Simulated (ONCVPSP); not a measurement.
Configuration tests for Fe (Z = 26) (ONCV)

```
Element                 : Fe
Generator               : ONCVPSP 4.0.1
Type                    : optimised norm-conserving Vanderbilt (ONCV)
Functional              : LDA (Perdew-Zunger)
Relativity              : scalar-relativistic
Frozen core             : [Ne]
Valence charge          : 16
Reference configuration : 3s2 3p6 3d6 4s1.75 (charge +0.25)
Partial waves           : 3s+4s: rc 1.40 bohr, ncon 4, nbas 8, qcut 9.6 1/bohr, 2 projectors; 3p: rc 1.00 bohr, ncon 4, nbas 8, qcut 15.1 1/bohr, 2 projectors, debl 0.6 Ha; 3d: rc 1.35 bohr, ncon 4, nbas 8, qcut 13 1/bohr, 3 projectors, debl 3.7 Ha
Local potential         : polynomial inside 0.85 bohr (lpopt 3, dvloc0 0 Ha)
Core correction         : none
```

In the p channel the program set the typed energies aside and used -2.276, 0.250 Ha.

Energies are relative to the spin-unpolarised reference configuration 3s2 3p6 3d6 4s1.75; without spin polarisation the order of configurations can differ from experiment.

| valence configuration | charge | ΔE all-electron (eV) | error AE − PS (meV) |
| --- | --- | --- | --- |
| 3s2 3p6 3d6 4s2 | 0 | -1.582 | +0.2 |
| 3s2 3p6 3d6 4s1 | +1 | 7.399 | -0.2 |
| 3s2 3p6 3d6 4s0 | +2 | 23.891 | +1.4 |
| 3s2 3p6 3d6 4s0 4p1 | +1 | 12.533 | +0.3 |
